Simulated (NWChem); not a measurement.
Species: AlNH$_{3}$Cl$_{2}$, doublet

```xyz
7

Al    -0.0473     0.7110    -0.0968
Cl     0.7169    -0.5547    -1.6674
Cl     0.5122     0.1178     1.9002
N     -1.9367    -0.1299    -0.0466
H     -1.9688    -0.8677    -0.7552
H     -2.0619    -0.5614     0.8729
H     -2.7185     0.5056    -0.2108
```
Atoms are numbered in this order, from 1.

Level: PBE0/def2-SVP, spin-unrestricted (NWChem), optimised geometry, unscaled harmonic frequencies. This spin state was assumed; another may lie lower.

Question: List the harmonic frequencies with IR intensities, and the thermochemistry.

Answer: 
```tsv
frequency (cm⁻¹)	IR intensity (km/mol)
67	0.0
134	7.4
141	4.2
188	15.1
424	17.5
436	36.8
498	59.7
634	92.7
637	49.7
1203	222.5
1606	23.7
1618	23.4
3466	17.1
3593	69.0
3617	66.8
```

```yaml
zero_point_energy: 26.1 kcal/mol
thermal correction to the enthalpy at 298.15 K (with zero-point energy): 30.9 kcal/mol
heat capacity Cv: 19.9 cal/(mol K)
"entropy at 298.15 K and 1 atm (symmetry number 1, electronic part: spin degeneracy alone)": 84.4 cal/(mol K)
dipole_moment: 6.16 D
```

Rigid rotor and harmonic oscillator; modes under 100 cm⁻¹ make the entropy uncertain.
